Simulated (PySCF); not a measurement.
Geometry (Å), atoms numbered from 1 in this order:
```xyz
9

F    -1.0149   -1.3742   -1.0678
C    -0.6334   -0.6657    0.0477
C    -0.4371    0.8331   -0.1755
Si    1.1629   -0.0822    0.2273
H    -1.2627   -0.9740    0.8766
H    -0.6191    1.1607   -1.1897
H    -0.9199    1.4804    0.5429
H     2.0621   -0.3789   -0.8677
H     1.6756    0.0068    1.5810
```

PySCF calculation with GFN2-xTB structure and shieldings: GIAO PBE0/pcSseg-1; single conformer, non-relativistic Hamiltonian, no solvent model.

**Question.** List the cross peaks expected in HSQC, COSY and HMBC spectra.

**Answer.** 

HSQC (one-bond C–H):
```
       δH         δC
5.39 (H5)  77.0 (C2)
1.07 (H6)   3.3 (C3)
0.97 (H7)   3.3 (C3)
```

COSY cross peaks (H two or three bonds apart, from the bond graph; peaks can be absent where the dihedral angle is near 90°):
```
       δH         δH
5.39 (H5)  2.95 (H8)
5.39 (H5)  2.59 (H9)
5.39 (H5)  1.07 (H6)
5.39 (H5)  0.97 (H7)
2.95 (H8)  2.59 (H9)
2.95 (H8)  1.07 (H6)
2.95 (H8)  0.97 (H7)
2.59 (H9)  1.07 (H6)
2.59 (H9)  0.97 (H7)
1.07 (H6)  0.97 (H7)
```

HMBC (two and three bonds, from the bond graph):
```
       δH                   δC
5.39 (H5)             3.3 (C3)
2.95 (H8)  77.0 (C2), 3.3 (C3)
2.59 (H9)  77.0 (C2), 3.3 (C3)
1.07 (H6)            77.0 (C2)
0.97 (H7)            77.0 (C2)
```

Scale: 1H, 13C against TMS (reference shieldings calculated alike).

Shifts are as computed. Against solution values, carbons near 30 ppm lie about +3 ppm off and those near 130 ppm about +5 ppm. Of 1211 compounds with measured shifts, 218 miss one by over three times the rms of a fit or turn the order of signals round; such compounds aren't used in these exercises.
